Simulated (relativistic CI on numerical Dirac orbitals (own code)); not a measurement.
**Radial parameters of Au63+**

Calculated at this level of theory: Dirac-Coulomb-Breit CI, separate exchange-only KLI orbitals for each configuration, a model potential for QED, unscaled Slater integrals (own radial code, finite nucleus).

Slater integrals F^k, G^k are unscaled and averaged over j, outside the closed core [Ne]; ζ comes from projecting the Hamiltonian with its Breit term on Σ l·s of the shell.

- 3s2 3p4: F^2(3p,3p) = 578200, ζ(3p) = 2.6034e+06 cm⁻¹; <r>(3p) = 0.1681, <r^2>(3p) = 0.03281 (bohr units).
- 3s2 3p3 3d: F^2(3p,3p) = 577890, ζ(3p) = 2.6019e+06, F^2(3p,3d) = 584770, G^1(3p,3d) = 605940, G^3(3p,3d) = 409350, ζ(3d) = 348800 cm⁻¹; <r>(3p) = 0.1682, <r^2>(3p) = 0.03285, <r>(3d) = 0.1496, <r^2>(3d) = 0.02583 (bohr units).
- 3s 3p5: G^1(3s,3p) = 738260, ζ(3p) = 2.6033e+06 cm⁻¹; <r>(3s) = 0.1705, <r^2>(3s) = 0.0333, <r>(3p) = 0.1682, <r^2>(3p) = 0.03284 (bohr units).

Averages of the first 10 configurations, taken without configuration mixing, which lowers the lowest level and can move excited configurations by several eV; other configurations of the list can lie among them:

| Configuration | Parity | States | Average energy above the lowest level (eV) |
| --- | --- | --- | --- |
| 3s2 3p4 | even | 15 | 333.1 |
| 3s2 3p3 3d | odd | 200 | 823.3 |
| 3s 3p5 | odd | 12 | 880.7 |
| 3p6 | even | 1 | 1453.9 |
| 3s 3p4 3d | even | 300 | 1360.0 |
| 3s 3p3 3d2 | odd | 1800 | 1849.0 |
| 3p5 3d | odd | 60 | 1922.1 |
| 3s2 3p2 3d 4p | odd | 900 | 4114.8 |
| 3s 3p3 3d 4s | odd | 800 | 4426.6 |
| 3s2 3p3 4s | odd | 40 | 3410.4 |
